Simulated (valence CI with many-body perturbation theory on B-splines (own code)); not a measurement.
**Xe⁴⁹⁺: what the settings do**

Computed by configuration interaction combined with many-body perturbation theory (CI+MBPT): three valence electrons over a frozen Dirac-Fock core [He], radial functions for each j: 6 s, 6 p, 5 d, 3 f, 1 g, with the one-electron correlation potential Σ1 (screened to all orders), the two-electron term Σ2, the three-electron term Σ3, Breit, model QED; selected single and double excitations, second order for the rest, scaled by the run's own slope (own B-spline code, finite nucleus).

The last digits are not significant, and no measured levels were compared; by estimate large intervals hold to a few tenths of a per cent, small ones and those within an open d or f shell to about a per cent.

The reference run has the lowest level (2s^2 2p1/2) J=1/2 and an ionisation energy of 9238.17 eV. Its largest variational space holds 3766 state functions.

Levels are named by their leading jj configuration (3d3/2^4 stands for four electrons in 3d with j = 3/2), which in mixed levels can hold well under half, so a name can repeat and another be missing. Letters in brackets count levels of one name in rising energy.

| Level | Reference (cm⁻¹) | Shift (cm⁻¹) |
| --- | --- | --- |
| (2s 2p1/2^2) J=1/2 | 1317590 | -18 |
| (2s^2 2p3/2) J=3/2 | 2890000 | +3.8 |
| (2s 2p1/2 2p3/2) J=3/2 [a] | 3809160 | +14 |
| (2s 2p1/2 2p3/2) J=5/2 | 4064980 | +29 |
| (2s 2p1/2 2p3/2) J=3/2 [b] | 4469110 | +8.3 |
| (2s 2p1/2 2p3/2) J=1/2 | 4471080 | +1.3 |
| (2p1/2^2 2p3/2) J=3/2 | 5879690 | -33 |
| (2s 2p3/2^2) J=5/2 | 6845620 | +18 |
| (2s 2p3/2^2) J=1/2 | 7440450 | -59 |
| (2s 2p3/2^2) J=3/2 | 7448980 | -1.1 |
| (2p1/2 2p3/2^2) J=3/2 | 8513630 | -1.1 |
| (2p1/2 2p3/2^2) J=5/2 | 8672380 | +25 |

The ionisation energy moves by +0.0042 eV.

(1) Which of these changes was made?
A. core polarisation of operators on → off
B. selection threshold (hartree) 2e-08 → 1e-06
C. orbitals per symmetry with explicit Σ2 and valence Breit (the others get mean screening factors) 5 → 7

## Answers

(1) C. orbitals per symmetry with explicit Σ2 and valence Breit (the others get mean screening factors) 5 → 7.
